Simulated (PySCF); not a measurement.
B3LYP has the VWN-RPA correlation part, as in Gaussian. 

```xyz
11

C      1.1319     0.5501     0.0875
C     -0.2922     0.1207     0.1704
C     -0.6630    -1.2921    -0.1323
S     -1.5745     1.2874    -0.0301
H      1.3139     1.4774     0.6357
H      1.4522     0.7222    -0.9515
H      1.7859    -0.2208     0.5024
H     -0.0106    -1.9802     0.4120
H     -1.6951    -1.5119     0.1471
H     -0.5563    -1.5303    -1.2017
H     -0.8923     2.3774     0.3605
```

Charge 0, multiplicity 2.

Give the Mulliken and meta-Löwdin atomic charges from B3LYP-D3(BJ)/def2-TZVP (PySCF 2.14.0).


```tsv
atom	Mulliken (e)	meta-Löwdin (e)
C1	-0.33	-0.33
C2	0.01	-0.12
C3	-0.33	-0.33
S4	-0.14	0.01
H5	0.11	0.11
H6	0.11	0.11
H7	0.11	0.12
H8	0.11	0.12
H9	0.12	0.12
H10	0.11	0.11
H11	0.12	0.08
```
